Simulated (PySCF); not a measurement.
```xyz
6

N     -0.8527    -0.0137     0.1297
Si     0.7545     0.0572    -0.4437
F      1.4698     1.2577     0.3271
F      1.4567    -1.3147    -0.0296
H     -1.4191    -0.8165    -0.1071
H     -1.4092     0.8299     0.1236
```

Charge 0, multiplicity 2.

Task: Give the Mulliken and meta-Löwdin atomic charges from PBE-D3(BJ)/def2-TZVP // r2SCAN-D4/def2-TZVP (PySCF).

Result: 
| atom | Mulliken (e) | meta-Löwdin (e) |
|---|---|---|
| N1 | -0.50 | -0.70 |
| Si2 | 0.54 | 1.14 |
| F3 | -0.25 | -0.47 |
| F4 | -0.25 | -0.47 |
| H5 | 0.23 | 0.25 |
| H6 | 0.23 | 0.25 |
